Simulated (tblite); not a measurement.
Start geometry of `CC1=CC(P=C=O)=CC=C1` from a force field or distance geometry (Å):
```
atom  x, y, z in Å
C1    -2.498   -0.876    0.350
C2    -1.242   -0.159    0.052
C3    -1.164    1.227    0.069
C4     0.023    1.860   -0.217
C5     1.148    1.140   -0.475
C6     1.083   -0.235   -0.489
P7     2.654   -1.143   -0.870
C8     3.915   -1.105    0.217
O9     4.838   -1.069    1.001
C10   -0.096   -0.897   -0.213
H11   -2.904   -0.578    1.363
H12   -2.333   -1.981    0.365
H13   -3.298   -0.589   -0.361
H14   -2.086    1.758    0.285
H15    0.003    2.962   -0.188
H16    2.054    1.659   -0.677
H17   -0.105   -1.962   -0.225
```

Problem. What comes out of this run: GFN2-xTB geometry optimisation, gas phase in tblite 0.8.0?

Solution. 
```
atom  x, y, z in Å
C1    -2.5943   -0.8367    0.2490
C2    -1.2385   -0.2224    0.0797
C3    -1.0818    1.1584    0.1382
C4     0.1636    1.7344   -0.0363
C5     1.2767    0.9481   -0.2701
C6     1.1362   -0.4345   -0.3099
P7     2.5336   -1.5798   -0.6387
C8     3.7327   -0.6308   -0.0380
O9     4.6651   -0.0708    0.3718
C10   -0.1193   -1.0096   -0.1419
H11   -3.0209   -0.5544    1.2104
H12   -2.5423   -1.9207    0.1946
H13   -3.2681   -0.4812   -0.5297
H14   -1.9452    1.7830    0.3162
H15    0.2718    2.8084    0.0031
H16    2.2427    1.4064   -0.4226
H17   -0.2191   -2.0859   -0.1858
```

The energy falls by 66.1 kJ/mol over 111 L-BFGS steps, the largest force on an atom goes from 3.80 to 0.008 eV/Å, and the atoms move by 0.404 Å rms after alignment. The bond that changes most is C8=O9 (ends: central carbon of cumulated double bonds; oxygen bonded to C), which shortens by 0.049 Å. Bonds longer at the end by more than 0.005 Å: 7 of 17; shorter: 8. Among the angles that change most is C6–P7–C8, from 119.8° to 97.4°. Among the dihedrals that turn most is C10–C6–P7–C8, from -111° to -154°. Rotational constants go from 2616, 592.1, 532.0 to 2722, 669.9, 554.4 MHz. The orientation of the end geometry is arbitrary; only internal coordinates are fixed.

Hardware: one thread, Arm Neoverse V1 (aarch64), no GPU, shared host. Cost: 0.88 s of wall time.

GFN2-xTB frequencies show an imaginary mode (24i cm⁻¹), so the point is no minimum at that level. 3 starts were optimised and ended at 0.00, 0.05 and 0.06 kcal/mol (GFN2-xTB); the lowest of these is shown.

All values are computed, not measured.
